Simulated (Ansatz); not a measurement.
## From F to I: the dipole moment

One atom is swapped for its congeners: CHBr2F (dibromofluoromethane) `FC(Br)Br`; CHBr2Cl (chlorodibromomethane) `ClC(Br)Br`; CHBr3 (bromoform) `BrC(Br)Br`; CHBr2I `BrC(Br)I`. All are singlets with charge 0.

Shapes, held fixed at every level: PBE0-D4/def2-TZVP. Programs: Ansatz 0.2.0. Values in D.

Question: How should the dipole moment change along the series?

Answer: At wB97M-V/def2-TZVPP the dipole moment falls at every step, from 1.15 to 0.86 D. Every level shows the same order. Measured values: NIST CCCBDB. For atoms past krypton def2 sets carry core potentials with scalar relativity. Relativity is left out for Br unless named. Magnitudes only: a dipole under 1 D may point either way.

```
               level  CHBr2F  CHBr2Cl  CHBr3  CHBr2I
   PBE-D4/def2-TZVPP    1.07     0.91   0.85    0.79
r2SCAN-D4/def2-TZVPP    1.14     0.98   0.92    0.85
 B3LYP-D4/def2-TZVPP    1.14     0.95   0.89    0.84
  wB97M-V/def2-TZVPP    1.15     0.96   0.90    0.86
            measured       –        –   0.99       –
```
